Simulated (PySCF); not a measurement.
**C₆ coefficients of unlike pairs at M06**

Calculated with PySCF 2.14 from the dipole response of each species, C₆(A,B) = (3/π) ∫ α_A(iu) α_B(iu) du, in atomic units, from isotropic polarisabilities. For ions this is the dispersion term alone; charge-induced terms of lower order in 1/R come first.

| species | configuration | basis | relativity | α (bohr³) | C₆ (like pair) |
| --- | --- | --- | --- | --- | --- |
| Ru⁺ | [Kr] 4d7 (4F) | aug-cc-pVTZ-PP with one added diffuse shell each of s, p, d, f, g type with ECP28MDF (7s7p6d4f3g) | core potential | 16.17 | 102.0 |
| Cl⁺ | [Ne] 3s2 3p4 (3P) | aug-cc-pVDZ-DK (5s4p2d) | spin-free X2C | 8.757 | 42.17 |
| Al³⁺ | [Ne] (1S) | aug-cc-pV(Q+d)Z with one added diffuse shell each of s, p, d, f, g type (8s7p6d4f3g) | none | 0.2539 | 0.2157 |

**Question.** Estimate C₆ for Al³⁺ with Ru⁺.

**Answer.** The integral gives 3.367. The combination rule 2 C_A C_B / (C_A α_B/α_A + C_B α_A/α_B) gives 2.869 and the geometric mean 4.692.

No spin-orbit coupling is included.

The other pairs:

```
     pair     C₆
 Cl⁺, Ru⁺  65.12
Al³⁺, Cl⁺  2.125
```
